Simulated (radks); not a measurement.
Question: The mean radii <r> (bohr) of the occupied orbitals of an atom or ion are listed with their occupations. All-electron calculation, scalar-relativistic Kohn-Sham, PBEsol, spin-polarised, spherical densities, finite nucleus; Fermi nuclear charge, rms radius of each element as measured or else 0.836 A^(1/3) + 0.57 fm. Program: a radial shooting solver on a logarithmic mesh with Libxc functionals.

orbital  occ.      <r>
1s up       1  0.04863
1s down     1  0.04863
2s up       1   0.2180
2s down     1   0.2179
2p up       3   0.1909
2p down     3   0.1907
3s up       1   0.6410
3s down     1   0.6423
3p up       3   0.6601
3p down     3   0.6622
3d up       5   0.7047
3d down     3   0.7114

Name the element and its charge. Open shells, if any, are filled with parallel spins first.

Answer: Z = 31, gallium, charge +5: Ga5+ in [Ar] 3d8. The 1s radius gives Z: for a bare nucleus <r> = (2 gamma + 1)/(2Z) with gamma = sqrt(1 - (Z/c)^2), 0.04755 bohr for Z = 31, and screening makes it slightly larger (0.04863 here). The occupations add up to 26, and the charge is Z minus that.
